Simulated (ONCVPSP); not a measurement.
# Reading a pseudo-wave (Be (Z = 4))

Columns: radius, all-electron u(r) and pseudo u(r) of the 1s shell (level -106.21 eV) of beryllium in the configuration 1s2 2s2; PBE, scalar-relativistic, ONCV scheme, ONCVPSP 4.0.1.

```tsv
r (bohr)	all-electron	pseudo
0.040	0.5009	0.3095
0.080	0.8538	0.6024
0.120	1.0938	0.8643
0.160	1.2482	1.0839
0.200	1.3378	1.2540
0.240	1.3790	1.3720
0.280	1.3837	1.4374
0.320	1.3625	1.4557
0.360	1.3226	1.4334
0.400	1.2694	1.3784
0.440	1.2079	1.3014
0.480	1.1410	1.2115
0.520	1.0715	1.1179
0.560	1.0013	1.0272
0.600	0.9317	0.9434
0.640	0.8640	0.8677
0.680	0.7986	0.7992
0.720	0.7363	0.7362
0.760	0.6772	0.6771
0.800	0.6215	0.6214
0.840	0.5694	0.5693
0.880	0.5206	0.5206
0.920	0.4753	0.4753
0.960	0.4333	0.4332
1.000	0.3945	0.3944
1.040	0.3587	0.3587
```

Q: How many radial nodes do the two functions have?

A: The all-electron 1s function has n − l − 1 = 0; the pseudo-wave has 0.

Q: At about which radius was the pseudo-wave matched?

A: 0.75 bohr, where the columns begin to agree (steps of 0.04 bohr).

Q: Is the pseudo-wave norm-conserving?

A: Yes: the ONCV scheme keeps the norm inside the radius equal to the all-electron one, which fixes the energy derivative of the logarithmic derivative at the level.
